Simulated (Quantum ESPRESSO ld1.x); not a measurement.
Task: All-electron atom: Li I in [He] 7s1 (not the ground configuration). Calculated with ld1.x of Quantum ESPRESSO 7.5: non-relativistic Kohn-Sham, LDA (Slater exchange, VWN5 correlation), spin-polarised, spherical densities, point nucleus; open shells are filled with parallel spins first. Some entries of the table are withheld. Estimate them.

orbital,occ.,eigenvalue (hartree),<1/r> (bohr^-1),r(max) (bohr)
1s up,1,(1),2.652,(2)
1s down,1,(3),2.652,(4)
7s up,1,(5),0.02460,70.2
7s down,0,(6),0.02582,70.2

Result: 
(1) 1s up eigenvalue (hartree): -2.16661
(2) 1s up r(max) (bohr): 0.365
(3) 1s down eigenvalue (hartree): -2.16646
(4) 1s down r(max) (bohr): 0.365
(5) 7s up eigenvalue (hartree): -0.00987
(6) 7s down eigenvalue (hartree): -0.00919
